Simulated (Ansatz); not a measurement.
`OC[SiH2]F` + H₂ → `C[SiH2]F` + H₂O at 298.15 K and 1 bar (hydrogenolysis of a C–O bond).

Gas-phase electronic energies from Ansatz, PBE0-D4/def2-TZVP geometries. CCSD(T)/CBS adds triple-zeta CCSD(T) − MP2 to the extrapolated MP2 energy (def2 sets, frozen cores). This one scheme is used for every species. Each species was taken in one conformer, which may not be the lowest.

| species | CCSD(T)/CBS energy (Eh) | H − E (kJ/mol) | S (J/(mol·K)) |
| --- | --- | --- | --- |
| `OC[SiH2]F` | -505.15298 | 180.1 | 314.4 |
| H₂ | -1.17544 | 35.1 | 130.4 |
| `C[SiH2]F` | -430.00374 | 162.8 | 286.2 |
| H₂O | -76.37941 | 66.4 | 188.7 |

H − E and S are ideal-gas, rigid-rotor, harmonic terms from PBE0-D4/def2-TZVP, for one conformer and one mirror image of each species. The MP2-based limit puts H₂ 0.8 mEh under its directly extrapolated value; such offsets cancel only in part. 1 Eh = 2625.50 kJ/mol, R = 8.31446 J/(mol·K).

**Question.** By hand: ΔE, ΔH, ΔS and ΔG.

**Answer.** ΔE = (-430.00374) + (-76.37941) − (-505.15298) − (-1.17544) = -0.05473 Eh = -143.7 kJ/mol. Δ(H − E) = 162.8 + 66.4 − 180.1 − 35.1 = 14.0, so ΔH = -129.7 kJ/mol. ΔS = 286.2 + 188.7 − 314.4 − 130.4 = 30.1 J/(mol·K). ΔG = -129.7 − 298.15 × (30.1)/1000 = -138.7 kJ/mol.

**Question.** By hand: the equilibrium constant, and the temperature at which ΔG would vanish if ΔH and ΔS stayed fixed.

**Answer.** log₁₀ K = −ΔG/(RT ln 10) = 24.3. ΔH and −TΔS have one sign here, so there is no such temperature.

ΔH outweighs TΔS. A doubt of 5 kJ/mol in ΔE shifts log₁₀ K by 0.9 here. Other conformers and mirror images would add mixing entropy, several J/(mol·K) or more a flexible species. These are equilibria of isolated gas molecules and say nothing of rates. Largest T1 diagnostic: 0.011 (customary marks: 0.02 for closed shells, 0.045 for open ones).
